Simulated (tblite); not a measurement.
Species: C7H9O (doublet state).
Z-matrix (Å and degrees, GFN2-xTB geometry), rows numbered from 1:
```
C 
C   1  1.5092
O   2  1.2100  1  122.17
C   2  1.4791  1  115.91  3  -179.91
C   4  1.3863  2  122.65  1  -179.99
C   5  1.4874  4  110.69  2  -179.99
C   6  1.5400  5  104.22  4    -0.03
C   4  1.3868  2  127.03  1    -0.00
H   1  1.0876  2  109.73  3   120.36
H   1  1.0868  2  109.66  3    -0.05
H   1  1.0876  2  109.87  3  -120.56
H   5  1.0727  4  125.21  2     0.05
H   6  1.0938  5  111.11  4   120.84
H   6  1.0937  5  111.03  4  -120.84
H   7  1.0944  6  111.98  5   120.27
H   7  1.0944  6  111.91  5  -120.26
H   8  1.0729  4  127.20  2     0.21
```

All values are computed: GFN2-xTB (tblite) harmonic vibrations without scaling, gas phase. This tight-binding method is rough: wavenumbers can miss measured ones by several per cent, in bad cases by 10 to 20. One conformer, not necessarily the lowest. Open shells enter through the occupations alone, without spin polarisation, and single modes of such species can be off by tens of per cent.

Harmonic wavenumbers (cm⁻¹): 31.0, 150.6, 159.9, 164.5, 190.2, 363.1, 432.5, 475.6, 600.1, 617.4, 632.2, 662.3, 707.0, 789.7, 896.2, 954.1, 973.6, 985.8, 986.1, 1015.2, 1086.0, 1102.5, 1106.3, 1156.3, 1196.4, 1212.1, 1274.7, 1291.1, 1362.8, 1385.8, 1447.8, 1456.4, 1460.1, 1461.1, 1492.8, 1736.4, 2906.1, 2924.4, 2944.4, 2957.4, 3029.6, 3034.0, 3056.4, 3151.0, 3161.6.

A = 4514, B = 1480, C = 1138 MHz; mass 109.065 u (most abundant isotopes); point group Cs, symmetry number 1; spin multiplicity 2.

Zero-point energy?

½Σν̃ = 30090 cm⁻¹ = 86.03 kcal/mol.

Give the ideal-gas entropy at 298.15 K and 1 bar in the rigid-rotor, harmonic-oscillator model (classical rotation).

Translation 40.00, rotation 28.14, vibration 21.66, spin (R ln 2) 1.38: S = 91.2 cal/(mol K).

And Cp and H(298.15 K) − H(0)?

Cp = 32.07 cal/(mol K), of which vibrations give 24.12 (their classical limit is 45 R = 89.4); H(298.15 K) − H(0) = 5.78 kcal/mol without the zero-point energy, 3.41 from vibrations.

Blend soft modes into free rotors: weight 1/[1 + (100 cm⁻¹/ν̃)⁴] for the oscillator and the rest for a rotor with moment μB/(μ + B), μ = h/(8π²ν), B = 10⁻⁴⁴ kg m². What vibrational entropy results?

19.86 cal/(mol K) in place of 21.66, which changes −T·S at 298.15 K by +0.54 kcal/mol.

How do the functions run with temperature in this model?

```tsv
T (K)	S (cal/(mol K))	Cp (cal/(mol K))	H − H(0) (kcal/mol)	G − H(0) (kcal/mol)	ln q(vib)
100	67.3	15.6	1.16	-5.57	1.42
200	80.3	23.1	3.08	-12.98	3.28
300	91.4	32.2	5.84	-21.57	5.18
500	112.1	49.4	14.09	-41.95	9.16
800	139.2	65.9	31.63	-79.77	15.24
1000	154.8	73.0	45.56	-109.20	19.13
```

q(vib) and H(0) count from the zero-point level.

Which modes carry the vibrational entropy at 298.15 K?

31.0 cm⁻¹: 5.76; 150.6 cm⁻¹: 2.66; 159.9 cm⁻¹: 2.55; 164.5 cm⁻¹: 2.50; 190.2 cm⁻¹: 2.23; 363.1 cm⁻¹: 1.11 cal/(mol K); the other 39 give 4.84 together.

Hindered rotation and anharmonicity are outside this model. Other conformers, if any are populated, would add a mixing term that is left out.
